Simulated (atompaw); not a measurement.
# Pseudopotential generation for Ar (Z = 18): PAW (atompaw), PBE, scalar-relativistic.

* Element: argon
* Generator: atompaw 4.2.0.5
* Type: PAW
* Functional: PBE
* Relativity: scalar-relativistic
* Frozen core: [Ne]
* Valence charge: 8
* Reference configuration: 3s2 3p4 (charge +2)
* Partial waves: 3s (bound): rc 1.15 bohr; 3s channel at -0.8 Ry: rc 1.15 bohr; 3p (bound): rc 0.95 bohr; 3p channel at 1.2 Ry: rc 1.15 bohr; 3d channel at 0.2 Ry: rc 0.90 bohr; 3d channel at 0.65 Ry: rc 0.90 bohr
* Local potential: bessel scheme, radius 0.90 bohr
* Core correction: smooth core density matched at 0.85 bohr
* Augmentation charge: sinc compensation charge, radius 0.90 bohr; PAW radius 1.15 bohr; waves and projectors: custom polynom gramschmidtortho

- Cutoffs needed: 70 Ry and 140 Ry (the cutoffs (Ry, on a coarse ladder) from which the occupation-weighted sum of valence levels, in a spherical-Bessel basis at the reference potential, stays within 10 and 1 mRy of its value at 400 Ry)
- Ghost test: no extra level below or beside the all-electron valence levels (s, p, d, f tested) (spherical-Bessel basis up to 400 Ry, 20 bohr box)
- Lowest eigenvalue of the overlap operator: 0.15 (p channel)
- Overlap eigenvalues printed by atompaw (projector basis): 0.261, 1.66, 3.08, 3.6, 6.39, 19.9
- Share of each valence orbital outside the PAW sphere: 3s 61 %, 3p 68 %
